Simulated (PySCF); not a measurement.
**Unknown compound**

The spectra below were simulated for a compound C2H13NOSi3.

1H NMR (400 MHz, computed): δ 4.38 (s, 2H), 4.19 (s, 6H), 3.47 (q, 2H), 1.44 (t, 3H).

13C{1H} NMR (computed): δ 55.5, 19.5.

How the numbers were obtained: PBE0-D3(BJ)/def2-SVP structure, σ from GIAO-HF/pcSseg-1, in PySCF 2.14 (rapidly exchanging positions averaged, no solvent model, non-relativistic Hamiltonian, one computed conformer).

Chemical shifts δ = σref − σ; 1H (31.69 ppm) and 13C (190.85 ppm) against TMS, all at this level.

Q: Propose a structure and justify it.

A: 
1. Rings plus π bonds: 0.
2. 2 carbon signals for 2 carbons: no two carbons are equivalent.
3. Carbon types of the structure: 1 × CH2, 1 × CH3, leaving 8 H on heteroatoms.
4. δC 55.5: sp3 CH2 bonded to O; deshielded by the electronegative neighbour.
5. δC 19.5: methyl carbon; aliphatic region, no heteroatom directly attached.
6. δH 4.38: hydrogen on a silicon bonded to N, O.
7. δH 4.19: hydrogen on a silicon bonded to N.
8. δH 3.47: hydrogen on an sp3 CH2 bonded to O; its carbon carries O, an electronegative neighbour.
9. δH 1.44: hydrogen on a methyl carbon.

The compound is SMILES CCO[SiH2]N([SiH3])[SiH3].

The data come from this structure; uniqueness wasn't tested.

Shifts are as computed. Against solution values, carbons near 30 ppm lie about -0 ppm off and those near 130 ppm about +7 ppm. Of 1309 compounds with measured shifts, 239 miss one by over three times the rms of a fit or turn the order of signals round; such compounds aren't used in these exercises. No couplings were computed; multiplicities are counted from neighbouring protons, with m where these are inequivalent, close in shift, in a saturated or five-membered ring or joined by F or P, and br s for small geminal =CH2 splittings.
